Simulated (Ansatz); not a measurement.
C3H4ClNSi, SMILES C1=NC=C[Si@H]1Cl.

Geometry optimised at r2SCAN-D4/def2-SVP. The structure was generated by enumeration; whether it is a known compound was not checked.

Two levels are set side by side: PBE/def2-TZVPD (Ansatz, a first-principles code) and CAM-B3LYP/def2-TZVPD (Ansatz). Energy differences of separate SCF runs at the same geometry; the states with an electron removed or added have multiplicity 2 and 2. Differences are taken from unrounded values.

```
quantity                           CAM-B3LYP
---------------------------------  ---------
vertical ionisation energy (eV)         9.59
vertical electron affinity (eV)         0.72
vertical singlet–triplet gap (eV)       2.78
```

Task: What does PBE give, and how far is it from CAM-B3LYP? (An estimate is asked for; the answer gives what the named calculation found.)

Result: 
| quantity | PBE | PBE minus CAM-B3LYP |
|---|---|---|
| vertical ionisation energy (eV) | 9.13 | -0.46 |
| vertical electron affinity (eV) | 0.87 | 0.15 |
| vertical singlet–triplet gap (eV) | 2.43 | -0.35 |
